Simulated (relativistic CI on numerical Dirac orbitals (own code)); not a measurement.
Sensitivity of the levels of Kr14+ to α and to the nuclear radius

These numbers are calculated, not measured: Dirac-Coulomb-Breit CI, KLI orbitals optimised for each configuration, derivatives by finite differences, unscaled Slater integrals, QED left out (own radial code, finite nucleus).

Configurations in the expansion (outside the closed core [Ne] 3s2): 3p6.3d4, 3p5.3d5, 3p6.3d3.4p, 3p6.3d2.4s.4p, 3p6.3d2.4s2, 3p6.3d.4s2.4p. Double excitations out of closed p, d and f shells are left out; levels of such configurations are missing from the list, as are those of other unlisted configurations, and high levels can miss mixing partners.

With x = (α/α₀)² − 1 an excitation energy changes as ω = ω₀ + qx; K = 2q/ω₀ is the relative enhancement. Terms are leading LS components, so labels can repeat. The field-shift factor is F = δν/δ⟨r²⟩ for the transition from the lowest level.

Lowest level 3p6.3d4 5D_0.

| Level | ω₀ (cm⁻¹) | q (cm⁻¹) | K | F (GHz/fm²) |
| --- | --- | --- | --- | --- |
| 3p6.3d4 5D_1 | 2232.0 | 3583 | 3.21 | 0.0162 |
| 3p6.3d4 5D_2 | 5664.0 | 7858 | 2.77 | 0.0366 |
| 3p6.3d4 5D_3 | 9670.7 | 11820 | 2.44 | 0.0566 |
| 3p6.3d4 5D_4 | 13930.9 | 15170 | 2.18 | 0.0747 |
| 3p6.3d4 3P_0 | 55916.6 | -2579 | -0.0923 | 0.0587 |
| 3p6.3d4 3H_4 | 57961.7 | 2072 | 0.0715 | 0.0791 |
| 3p6.3d4 3H_5 | 62812.6 | 9187 | 0.293 | 0.112 |
| 3p6.3d4 3H_6 | 65977.3 | 12060 | 0.366 | 0.127 |
| 3p6.3d4 3P_1 | 66169.9 | 8176 | 0.247 | 0.112 |
| 3p6.3d4 3F_3 | 68669.2 | 5407 | 0.157 | 0.104 |
| 3p6.3d4 3F_2 | 70355.7 | 8035 | 0.228 | 0.116 |
| 3p6.3d4 3F_4 | 72127.8 | 12440 | 0.345 | 0.135 |
| 3p6.3d4 3P_2 | 79058.9 | 17840 | 0.451 | 0.164 |

At this charge energies of transitions that change n are usually good to better than 1 %, and those within a shell (Δn = 0) to a few per cent. Terms inside the open d or f shell come out 10 to 20 % too wide with unscaled integrals.
